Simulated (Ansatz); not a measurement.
Start from `O[SiH2]C#[C][GeH2][OH]` and change one atom or group to get `[OH][GeH2][C]#C[SiH](O)F`.

Ansatz, PBE0-D4/def2-TZVP geometries, multiplicity 1. Each molecule was computed in one conformer, which needn't be the lowest.

Scalar relativity is left out up to krypton.

| property | `O[SiH2]C#[C][GeH2][OH]` |
| --- | --- |
| LUMO energy (B3LYP/def2-TZVPP) / eV | -1.24 |
| LUMO energy (PBE/def2-TZVPP) / eV | -1.92 |
| size of the dipole moment (PBE/def2-TZVPP) / D | 0.54 |
| HOMO–LUMO gap (ωB97M-V/def2-TZVPP) / eV | 11.30 |
| size of the dipole moment (B3LYP/def2-TZVPP) / D | 0.69 |
| HOMO–LUMO gap (PBE0/def2-TZVPP) / eV | 7.18 |

Q: What does the change do to each property? (Estimate.)

A: Computed: 
```
                                        property  `[OH][GeH2][C]#C[SiH](O)F`  shift
             LUMO energy (B3LYP/def2-TZVPP) / eV                       -1.43  -0.19
               LUMO energy (PBE/def2-TZVPP) / eV                       -2.08  -0.16
  size of the dipole moment (PBE/def2-TZVPP) / D                        1.45   0.91
         HOMO–LUMO gap (ωB97M-V/def2-TZVPP) / eV                       11.47   0.17
size of the dipole moment (B3LYP/def2-TZVPP) / D                        1.51   0.82
            HOMO–LUMO gap (PBE0/def2-TZVPP) / eV                        7.30   0.12
```

With PBE0 the HOMO falls by 0.30 eV and the LUMO falls by 0.18 eV, so the gap widens by about 0.12 eV. PBE moves the HOMO by -0.22 eV and ωB97M-V by -0.32 eV. Dipoles are sizes alone; their direction can turn.

B3LYP here is the variant with VWN-RPA as its local correlation; programs differ in this.
